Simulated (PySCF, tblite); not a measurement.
Isomers of C5H10S2Si, one GFN2-xTB conformer each. Single-point energies are computed at PBE0/pcSseg-1 (PySCF, gas phase, no added dispersion term), electronic only.

| SMILES | GFN2-xTB relative energy (kcal/mol) |
| --- | --- |
| [SiH3]S[C@@H]1C[C@@]12C[C@@H]2S | 8.8 |
| CCC#C[Si@H](S)SC | 0.0 |

Conformers: `[SiH3:1][S:2][C@@H:3]1[CH2:4][C@@:5]12[CH2:6][C@@H:7]2[SH:8]` with Si1–S2–C3–C4 -80°, C6–C7–S8–H -145°; `[CH3:1][CH2:2][C:3]#[C:4][Si@H:5]([SH:6])[S:7][CH3:8]` with C4–Si5–S6–H -113°, C4–Si5–S7–C8 -58°.

Problem. What does PBE0/pcSseg-1 give for the same structures?

Solution. 
```tsv
SMILES	PBE0/pcSseg-1 E (Eh)	PBE0/pcSseg-1 (kcal/mol)	GFN2-xTB (kcal/mol)	point group
CCC#C[Si@H](S)SC	-1281.72133	0.0	0.0	C1
[SiH3]S[C@@H]1C[C@@]12C[C@@H]2S	-1281.66085	38.0	8.8	C1
```

Both levels put the same isomer lowest. As drawn, the lower has a C≡C bond and an Si–C bond, which the higher lacks; the higher has a three-membered ring and a quaternary carbon, which the lower lacks.

Problem. Which frontier levels, dipoles and rotational constants go with these structures?

Solution. 
```csv
SMILES,"HOMO (eV, PBE0/pcSseg-1)",LUMO (eV),dipole (D),"A, B, C (MHz)"
CCC#C[Si@H](S)SC,-6.95,-0.66,3.44,"1361, 657.1, 476.3"
[SiH3]S[C@@H]1C[C@@]12C[C@@H]2S,-6.80,0.14,2.25,"2715, 554.1, 526.4"
```

Problem. What happens when harmonic zero-point energies from GFN2-xTB frequencies are added?

Solution. 
```
                         SMILES  ZPE (kcal/mol)  electronic (kcal/mol)  with ZPE (kcal/mol)
               CCC#C[Si@H](S)SC            82.2                    0.0                  0.0
[SiH3]S[C@@H]1C[C@@]12C[C@@H]2S            80.1                   38.0                 35.9
```

The zero-point energies span 2.1 kcal/mol. The order is unchanged.
